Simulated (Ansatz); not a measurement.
Ideal-gas functions of CH$_{3}$FSSe (`FC(S)[SeH]`) at 800 K and 1 bar, from an Ansatz frequency run at PBE0-D4/def2-TZVP.

Molar mass 145.06 g/mol, point group C1 (symmetry number 1), electronic degeneracy 1, moments of inertia 87.239, 242.842, 317.9 u Å². Harmonic wavenumbers (cm⁻¹, unscaled): 160, 192, 240, 290, 412, 616, 709, 850, 962, 1046, 1173, 1322, 2439, 2703, 3132.

Use S(trans) = R[1.5 ln M + 2.5 ln T − 1.1517]; rotational temperatures θ = 24.2544 K / I; S(rot) = R[ln(√π/σ · √(T³/θAθBθC)) + 1.5]; for each mode x = 1.438777 ν̃/T, S = R[x/(eˣ − 1) − ln(1 − e⁻ˣ)] and H = RT x/(eˣ − 1); 1 cm⁻¹ = 0.0119627 kJ/mol; R = 8.31446 J/(mol·K).

**Question.** By hand: the entropy, in J/(mol·K).

**Answer.** Translation 191.4. Rotation: θ = 0.278, 0.0999, 0.0763 K, giving 126.2. Vibration, mode by mode: 18.70, 17.20, 15.36, 13.82, 10.99, 7.88, 6.84, 5.55, 4.72, 4.19, 3.50, 2.83, 0.56, 0.38, 0.20, in all 112.7. Electronic 0.0. Sum 430.3 J/(mol·K).

**Question.** By hand: H − E and G − E in kJ/mol, counted from the electronic energy.

**Answer.** Zero-point energy ½ × 16246 × 0.0119627 = 97.2; thermal vibration 45.0; translation, rotation and pV give 4 RT = 26.6. H − E = 168.8 kJ/mol, and G − E = 168.8 − 800 × 430.3/1000 = -175.4 kJ/mol.

Vibration gives 26 % of the entropy. The sum counts one conformer and one mirror image; others add a mixing term.
